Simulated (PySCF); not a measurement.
S8, charge +1, doublet, geometry from GFN2-xTB (a state made from the parent by changing its charge; the spin is typed, not shown lowest); TPSS/STO-3G run with PySCF.

The PySCF input:
```python
from pyscf import gto, scf, dft

mol = gto.M(
    atom='''
S     1.76055882   -1.74117587    0.04334133
S     1.54071667   -0.06255941    1.20549792
S     1.91603607    1.56897282    0.01641017
S     0.13307178    1.97084334   -0.97062171
S    -1.35019835    1.70613216    0.43979299
S    -2.44338084    0.11263017   -0.26242959
S    -1.50382919   -1.56470609    0.46640432
S    -0.05297496   -1.99013712   -0.93839543
''',
    basis='sto-3g',
    charge=1,
    spin=1,
    verbose=4,
)

mf = dft.UKS(mol)
mf.xc = 'tpss'
mf.init_guess = 'atom'
mf.kernel()
```

It wrote (shortened):

```
PySCF version 2.14.0

[INPUT] verbose = 4
[INPUT] num. atoms = 8
[INPUT] num. electrons = 127
[INPUT] charge = 1
[INPUT] spin (= nelec alpha-beta = 2S) = 1
[INPUT] symmetry False subgroup None
[INPUT] Mole.unit = angstrom
[INPUT] Symbol           X                Y                Z      unit          X                Y                Z       unit  Magmom
[INPUT]  1 S      1.760558820000  -1.741175870000   0.043341330000 AA    3.326973995987  -3.290345529001   0.081903243574 Bohr   0.0
[INPUT]  2 S      1.540716670000  -0.062559410000   1.205497920000 AA    2.911532541852  -0.118220151414   2.278060912533 Bohr   0.0
[INPUT]  3 S      1.916036070000   1.568972820000   0.016410170000 AA    3.620783417088   2.964928926687   0.031010726958 Bohr   0.0
[INPUT]  4 S      0.133071780000   1.970843340000  -0.970621710000 AA    0.251469219108   3.724354147023  -1.834209202457 Bohr   0.0
[INPUT]  5 S     -1.350198350000   1.706132160000   0.439792990000 AA   -2.551505095340   3.224122514713   0.831088302604 Bohr   0.0
[INPUT]  6 S     -2.443380840000   0.112630170000  -0.262429590000 AA   -4.617320605610   0.212840174663  -0.495920052082 Bohr   0.0
[INPUT]  7 S     -1.503829190000  -1.564706090000   0.466404320000 AA   -2.841825307227  -2.956865975539   0.881376428114 Bohr   0.0
[INPUT]  8 S     -0.052974960000  -1.990137120000  -0.938395430000 AA   -0.100108165860  -3.760814107131  -1.773310359243 Bohr   0.0

nuclear repulsion = 1246.46008777613
number of shells = 40
number of NR pGTOs = 216
number of NR cGTOs = 72
basis = sto-3g
ecp = {}

******** <class 'pyscf.dft.uks.UKS'> ********
method = UKS
initial guess = atom
damping factor = 0
level_shift factor = 0
DIIS = <class 'pyscf.scf.diis.CDIIS'>
diis_start_cycle = 1
diis_space = 8
diis_damp = 0
SCF conv_tol = 1e-09
SCF conv_tol_grad = None
SCF max_cycles = 50
direct_scf = True
direct_scf_tol = 1e-13
number electrons alpha = 64  beta = 63
XC library pyscf.dft.libxc version 7.1.2
    S. Lehtola, C. Steigemann, M. J. T. Oliveira, and M. A. L. Marques,  SoftwareX 7, 1–5 (2018)
XC functionals = tpss
    J. Tao, J. P. Perdew, V. N. Staroverov, and G. E. Scuseria,  Phys. Rev. Lett. 91, 146401 (2003)
    J. P. Perdew, J. Tao, V. N. Staroverov, and G. E. Scuseria,  J. Chem. Phys. 120, 6898 (2004)
    J. Tao, J. P. Perdew, V. N. Staroverov, and G. E. Scuseria,  Phys. Rev. Lett. 91, 146401 (2003)
    J. P. Perdew, J. Tao, V. N. Staroverov, and G. E. Scuseria,  J. Chem. Phys. 120, 6898 (2004)
radial grids:
    Treutler-Ahlrichs [JCP 102, 346 (1995); DOI:10.1063/1.469408] (M4) radial grids

becke partition: Becke, JCP 88, 2547 (1988); DOI:10.1063/1.454033
pruning grids: <function nwchem_prune>
grids dens level: 3
symmetrized grids: False
atomic radii adjust function: <function treutler_atomic_radii_adjust>
small_rho_cutoff = 0
Set gradient conv threshold to 3.16228e-05
Spherically averaged atomic HF for {'S'}

******** <class 'pyscf.scf.atom_hf.AtomSphAverageRHF'> ********
method = AtomSphAverageRHF
initial guess = minao
damping factor = 0
level_shift factor = 0
DIIS = <class 'pyscf.scf.diis.CDIIS'>
diis_start_cycle = 1
diis_space = 8
diis_damp = 0
SCF conv_tol = 1e-09
SCF conv_tol_grad = None
SCF max_cycles = 50
direct_scf = True
direct_scf_tol = 1e-13
atom = S
Set gradient conv threshold to 3.16228e-05
Initial guess from minao.
init E= -392.475165763594
cycle= 1 E= -392.767621742061  delta_E= -0.292  |g|=    0  |ddm|= 0.135
cycle= 2 E= -392.767648508034  delta_E= -2.68e-05  |g|=    0  |ddm|= 0.00264
cycle= 3 E= -392.767648513484  delta_E= -5.45e-09  |g|=    0  |ddm|= 3.82e-05
cycle= 4 E= -392.767648513483  delta_E= 1.14e-13  |g|=    0  |ddm|= 1.66e-09
Extra cycle  E= -392.767648513484  delta_E= -1.14e-13  |g|=    0  |ddm|= 1.59e-09
Atomic HF for atom  S  converged. SCF energy = -392.767648513484

tot grids = 151040
init E= -3150.33902581466

cycle= 1 E= -3150.24824214416  delta_E= 0.0908  |g|= 0.182  |ddm|= 4.02
cycle= 2 E= -3150.26970699189  delta_E= -0.0215  |g|= 0.157  |ddm|= 1.11
cycle= 3 E= -3150.27612295393  delta_E= -0.00642  |g|= 0.141  |ddm|= 0.722
cycle= 4 E= -3150.29648076609  delta_E= -0.0204  |g|= 0.0219  |ddm|= 0.363
cycle= 5 E= -3150.29689403863  delta_E= -0.000413  |g|= 0.00652  |ddm|= 0.065
cycle= 6 E= -3150.2969127134  delta_E= -1.87e-05  |g|= 0.00428  |ddm|= 0.0264
cycle= 7 E= -3150.29693629242  delta_E= -2.36e-05  |g|= 0.000351  |ddm|= 0.014
cycle= 8 E= -3150.29693541217  delta_E= 8.8e-07  |g|= 0.000853  |ddm|= 0.00459
cycle= 9 E= -3150.29693641532  delta_E= -1e-06  |g|= 0.0002  |ddm|= 0.00396
cycle= 10 E= -3150.29693646845  delta_E= -5.31e-08  |g|= 3.27e-05  |ddm|= 0.00075
cycle= 11 E= -3150.29693647004  delta_E= -1.59e-09  |g|= 3.9e-06  |ddm|= 0.000134
cycle= 12 E= -3150.29693647001  delta_E= 2.91e-11  |g|= 6.98e-06  |ddm|= 2.92e-05
Extra cycle  E= -3150.29693646962  delta_E= 3.87e-10  |g|= 2.01e-05  |ddm|= 7.47e-05
converged SCF energy = -3150.29693646962  <S^2> = 0.75157142  2S+1 = 2.0015708
```
